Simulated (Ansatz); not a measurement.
`C=C(Br)BC` + `BS` → `BSBC` + `C=CBr` at 500 K and 1 bar (ligand exchange at a B–C bond).

Computed with Ansatz on PBE0-D4/def2-TZVP structures; ΔE is electronic, products minus reactants. CCSD(T)/CBS is the MP2 limit (def2-TZVPP, def2-QZVPP) plus CCSD(T) − MP2 in def2-TZVPP, frozen cores. This one scheme is used for every species. For Br outer-core shells are correlated without core-valence functions, which leaves a few kJ/mol of doubt a bond. Scalar relativity is left out up to krypton. One conformer a species, not always the lowest.

```json
{"species": "`C=C(Br)BC`", "CCSD(T)/CBS energy (Eh)": "-2715.86330", "H − E (kJ/mol)": "259.8", "S (J/(mol·K))": "414.1"}
{"species": "`BS`", "CCSD(T)/CBS energy (Eh)": "-424.38198", "H − E (kJ/mol)": "102.0", "S (J/(mol·K))": "273.9"}
{"species": "`BSBC`", "CCSD(T)/CBS energy (Eh)": "-489.06011", "H − E (kJ/mol)": "230.5", "S (J/(mol·K))": "381.5"}
{"species": "`C=CBr`", "CCSD(T)/CBS energy (Eh)": "-2651.19815", "H − E (kJ/mol)": "136.0", "S (J/(mol·K))": "308.1"}
```

H − E and S are ideal-gas, rigid-rotor, harmonic terms from PBE0-D4/def2-TZVP, for one conformer and one mirror image of each species. 1 Eh = 2625.50 kJ/mol, R = 8.31446 J/(mol·K).

Question: By hand: ΔE, ΔH, ΔS and ΔG.

Answer: ΔE = (-489.06011) + (-2651.19815) − (-2715.86330) − (-424.38198) = -0.01298 Eh = -34.1 kJ/mol. Δ(H − E) = 230.5 + 136.0 − 259.8 − 102.0 = 4.7, so ΔH = -29.4 kJ/mol. ΔS = 381.5 + 308.1 − 414.1 − 273.9 = 1.6 J/(mol·K). ΔG = -29.4 − 500 × (1.6)/1000 = -30.2 kJ/mol.

Question: By hand: the equilibrium constant, and the temperature at which ΔG would vanish if ΔH and ΔS stayed fixed.

Answer: log₁₀ K = −ΔG/(RT ln 10) = 3.2. ΔH and −TΔS have one sign here, so there is no such temperature. One of them is within its doubt of zero, so this could turn.

The number of gas molecules stays the same, so ΔS is small and ΔH decides. A doubt of 5 kJ/mol in ΔE shifts log₁₀ K by 0.5 here. Other conformers and mirror images would add mixing entropy, several J/(mol·K) or more a flexible species. Modes under 60 cm⁻¹, often nearly free rotors, make the harmonic entropy too high. These are equilibria of isolated gas molecules and say nothing of rates. Largest T1 diagnostic: 0.015 (customary marks: 0.02 for closed shells, 0.045 for open ones).
